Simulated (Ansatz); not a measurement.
B2W2, relaxed as a quintet with UKS PBE0-D4/def2-TZVP in Ansatz, starting from the PBE0-D4/def2-TZVP geometry of the neutral singlet. Force threshold 0.02 eV/Å.

In the def2 sets W takes a core potential; there is no spin–orbit coupling. The relaxation made no stability test and no search for a lower SCF solution. At PBE0-D4/def2-TZVP a singlet of charge 0 lies 1.14 eV below the quintet, each at its own geometry. That singlet is doubtful there (restricted singlet, unstable towards broken spin symmetry). The structure comes from a short search, and lower isomers may exist.

Start:

```xyz
4

W    -0.633    0.837    0.575
W    -0.078   -1.030   -0.604
B     0.205    0.841   -1.234
B     0.506   -0.648    1.264
```

Estimate the energy that the relaxation releases and the steps that it takes.

28.0 kJ/mol, in 4 steps; 11 s on 4 threads of Arm Neoverse V2 on a shared host. No frequencies were taken in this run, so the end may be a saddle point.

Does the start keep its bonding and symmetry?

By distances, no bond broke or formed. The bond that changes most is W1–W2, from 2.28 to 2.39 Å (atoms count from 1). Point group C2v at the start, C2v at the end, both within 0.05 Å.

Predict the relaxed structure.


```xyz
4

W    -0.707    0.865    0.601
W    -0.125   -1.091   -0.635
B     0.270    0.834   -1.193
B     0.562   -0.609    1.227
```
Bond lengths (bridged metal pairs left out): 4 × B–W 2.04 Å; 1 × W–W 2.39 Å.
